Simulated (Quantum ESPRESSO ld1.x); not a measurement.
V I, configuration [Ar] 3d4 5s1 (not the ground configuration). All-electron calculation, non-relativistic Kohn-Sham, LDA (Slater exchange, Perdew-Zunger correlation), spin-unpolarised, spherical densities, point nucleus. Program: ld1.x of Quantum ESPRESSO 7.5.

Normalised radial functions P(r) = r R(r), r in bohr:

r              2s       3p
0.003429   0.2020   0.0015
0.004629   0.2650   0.0027
0.006311   0.3473   0.0049
0.008519   0.4447   0.0088
0.0115     0.5584   0.0154
0.01552    0.6824   0.0269
0.02095    0.8019   0.0460
0.02828    0.8895   0.0771
0.03856    0.9004   0.1276
0.05205    0.7742   0.1997
0.07026    0.4547   0.2965
0.09485   -0.0827   0.4093
0.128     -0.7791   0.5099
0.1728    -1.4562   0.5440
0.2333    -1.8529   0.4396
0.3181    -1.7631   0.1322
0.4293    -1.2503  -0.3262
0.5796    -0.6316  -0.7889
0.7823    -0.2099  -1.0428
1.056     -0.0410  -0.9739
1.425     -0.0041  -0.6737
1.944     -0.0001  -0.3328
2.623     0.0000  -0.1166
3.541     0.0000  -0.0259
4.78      0.0000  -0.0031
6.453     0.0000  -0.0002
8.71      0.0000  0.0000
11.88     0.0000  0.0000
16.03      0.0000  0.0000
21.64      0.0000  0.0000
29.21      0.0000  0.0000

2s: eigenvalue -592.54 eV, 1 radial node at r = 0.0912 bohr, <r> = 0.312 bohr, 90 % of the charge inside 0.484 bohr. 3p: eigenvalue -43.623 eV, 1 radial node at r = 0.350 bohr, <r> = 1.03 bohr, 90 % of the charge inside 1.60 bohr.
